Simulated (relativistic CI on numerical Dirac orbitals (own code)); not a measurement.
**Electric-dipole transitions in Ca⁹⁺**

Calculated at this level of theory: Dirac-Coulomb-Breit CI, KLI orbitals optimised for each configuration, model QED, valence Slater integrals scaled by 0.9, P86 correlation estimate, and configurations built on the next ion tied to the tabulated ionisation energy (semi-empirical) (own radial code, finite nucleus).

Configuration list (outside the closed core [Ne]): 3s, 3p, 3d, 4s, 4p, 4d, 4f, 5s, 5p, 5d, 5f, 5g. Levels of other configurations are missing.

| λ vac (nm) | Lower | Upper | A (s⁻¹) | log gf | S velocity/length |
| --- | --- | --- | --- | --- | --- |
| 11.876 | 3d 2D_3/2 [4] | 5f 2F°_5/2 [18] | 5.60e+10 | -0.15 | 0.98 |
| 11.880 | 3d 2D_5/2 [5] | 5f 2F°_7/2 [19] | 5.99e+10 | 0.01 | 0.98 |
| 12.374 | 3p 2P°_1/2 [2] | 4d 2D_3/2 [9] | 3.84e+10 | -0.45 | 1.04 |
| 12.449 | 3p 2P°_3/2 [3] | 4d 2D_5/2 [10] | 4.68e+10 | -0.19 | 1.04 |
| 15.403 | 3p 2P°_3/2 [3] | 4s 2S_1/2 [6] | 4.31e+10 | -0.51 | 1.04 |
| 16.811 | 3d 2D_3/2 [4] | 4f 2F°_5/2 [11] | 1.43e+11 | 0.56 | 1.00 |
| 16.819 | 3d 2D_5/2 [5] | 4f 2F°_7/2 [12] | 1.53e+11 | 0.72 | 1.00 |
| 28.860 | 4p 2P°_3/2 [8] | 5d 2D_5/2 [17] | 7.01e+09 | -0.28 | 1.00 |
| 36.139 | 4d 2D_3/2 [9] | 5f 2F°_5/2 [18] | 2.38e+10 | 0.45 | 1.00 |
| 36.157 | 4d 2D_5/2 [10] | 5f 2F°_7/2 [19] | 2.55e+10 | 0.60 | 1.00 |
| 36.705 | 4p 2P°_3/2 [8] | 5s 2S_1/2 [13] | 1.35e+10 | -0.26 | 0.99 |
| 40.312 | 4f 2F°_5/2 [11] | 5g 2G_7/2 [20] | 4.12e+10 | 0.91 | 1.00 |
| 40.319 | 4f 2F°_7/2 [12] | 5g 2G_9/2 [21] | 4.27e+10 | 1.02 | 1.00 |
| 41.191 | 3p 2P°_1/2 [2] | 3d 2D_3/2 [4] | 8.63e+09 | -0.06 | 1.02 |
| 41.998 | 3p 2P°_3/2 [3] | 3d 2D_5/2 [5] | 9.80e+09 | 0.19 | 1.02 |
| 45.400 | 4d 2D_5/2 [10] | 5p 2P°_3/2 [15] | 6.48e+09 | -0.10 | 0.98 |
| 54.232 | 3s 2S_1/2 [1] | 3p 2P°_3/2 [3] | 4.12e+09 | -0.14 | 0.92 |
| 55.751 | 3s 2S_1/2 [1] | 3p 2P°_1/2 [2] | 3.77e+09 | -0.45 | 0.91 |
| 114.80 | 4p 2P°_1/2 [7] | 4d 2D_3/2 [9] | 1.69e+09 | 0.13 | 1.01 |
| 117.11 | 4p 2P°_3/2 [8] | 4d 2D_5/2 [10] | 1.92e+09 | 0.37 | 1.01 |
| 145.59 | 4s 2S_1/2 [6] | 4p 2P°_3/2 [8] | 8.05e+08 | 0.01 | 0.99 |
| 149.71 | 4s 2S_1/2 [6] | 4p 2P°_1/2 [7] | 7.40e+08 | -0.30 | 0.98 |
| 240.02 | 5p 2P°_1/2 [14] | 5d 2D_3/2 [16] | 5.12e+08 | 0.25 | 1.01 |
| 244.84 | 5p 2P°_3/2 [15] | 5d 2D_5/2 [17] | 5.81e+08 | 0.50 | 1.01 |
| 301.06 | 5s 2S_1/2 [13] | 5p 2P°_3/2 [15] | 2.45e+08 | 0.13 | 0.99 |
| 309.61 | 5s 2S_1/2 [13] | 5p 2P°_1/2 [14] | 2.26e+08 | -0.19 | 0.99 |
| 339.30 | 4d 2D_3/2 [9] | 4f 2F°_5/2 [11] | 5.41e+07 | -0.25 | 0.66 |
| 340.47 | 4d 2D_5/2 [10] | 4f 2F°_7/2 [12] | 5.74e+07 | -0.10 | 0.66 |
| 644.28 | 5d 2D_3/2 [16] | 5f 2F°_5/2 [18] | 2.80e+07 | 0.02 | 0.74 |
| 646.82 | 5d 2D_5/2 [17] | 5f 2F°_7/2 [19] | 2.97e+07 | 0.17 | 0.74 |

Terms are leading LS components. Brackets give the number of a level in order of energy, since labels repeat. The list gives strong lines, with weight on those to low levels. Levels whose partners in the same complex of configurations lie outside the list can be far off, and so can their lines. Rates are taken at the computed energies, electric ones in the length gauge. A velocity-to-length ratio far from 1 marks an uncertain rate.

Configurations that consist of the next ion and one excited electron were tied to the tabulated ionisation energy; Rydberg ones are usually within 1,000 to 3,000 cm⁻¹ and the lowest ones within about 6,000 (9,000 in d shells), while levels on excited terms of the next ion carry the error of that term, and the other configurations can be misplaced by 10,000 cm⁻¹ or more. Rates follow the energies as ν³ (E1, M1) or ν⁵ (E2), so rates, branching and lifetimes can be off by large factors.
